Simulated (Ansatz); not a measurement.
Calculated with Ansatz (gas phase, PBE0-D4/def2-TZVP geometries, no zero-point term in ΔE). CCSD(T)/CBS adds triple-zeta CCSD(T) − MP2 to the extrapolated MP2 energy (def2 sets, frozen cores). This one scheme is used for every species. DFT in def2-TZVPP. def2 core potentials past Kr. For Sb outer-core shells are correlated without core-valence functions, which leaves a few kJ/mol of doubt a bond. One conformer a species, not always the lowest.

Consider the redistribution: `F[SiH2][SbH2]` + `C#CBO` → `O[BH][SbH2]` + `C#C[SiH2]F`.

`F[SiH2][SbH2]`:

```xyz
7

F     0.781    0.384    2.046
Si    0.309    0.683    0.539
Sb    0.259   -1.534   -0.762
H    -1.010    1.359    0.615
H     1.305    1.599   -0.073
H    -1.341   -1.837   -0.246
H    -0.303   -0.655   -2.118
```

`C#CBO`:

```xyz
7

C    -1.807   -0.125   -0.152
C    -0.638   -0.055    0.136
B     0.841    0.033    0.514
O     1.801    0.158   -0.428
H    -2.842   -0.188   -0.401
H     1.195   -0.007    1.653
H     1.450    0.184   -1.323
```

`O[BH][SbH2]`:

Cartesian coordinates in Å:
```
O -0.358 -0.780 1.463
B -0.150 0.384 0.822
Sb 0.946 0.558 -1.153
H -0.061 -1.557 0.983
H -0.533 1.376 1.374
H 0.638 -1.076 -1.569
H -0.481 1.094 -1.920
```

`C#C[SiH2]F`:

Cartesian coordinates in Å:
```
C 1.415 -1.314 -0.365
C 0.548 -0.505 -0.142
Si -0.784 0.679 0.209
F -0.293 2.148 -0.174
H 2.183 -2.026 -0.564
H -1.968 0.358 -0.616
H -1.102 0.660 1.652
```

CCSD(T)/CBS gives +34.4 kJ/mol.

(1) Another level gave +37.3 kJ/mol. Which?
A. MP2/def2-TZVPP
B. LDA (SPW92)/def2-TZVPP
C. B97M-V/def2-TZVPP
D. PBE-QIDH/def2-TZVPP

Largest T1 diagnostic among the species: 0.015.

Results:

(1) D. PBE-QIDH 37.3, B97M-V 42.7, MP2/def2-TZVPP 29.9, LDA (SPW92) 47.0 kJ/mol.

From BLYP to BHLYP (50 % exact exchange), in def2-TZVPP and without D4, ΔE moves by −3.6 kJ/mol. In def2-TZVPP, CCSD(T) changes the Hartree–Fock value by −4.9 kJ/mol (the triples alone add −0.5 kJ/mol) and MP2 by −6.0 kJ/mol.
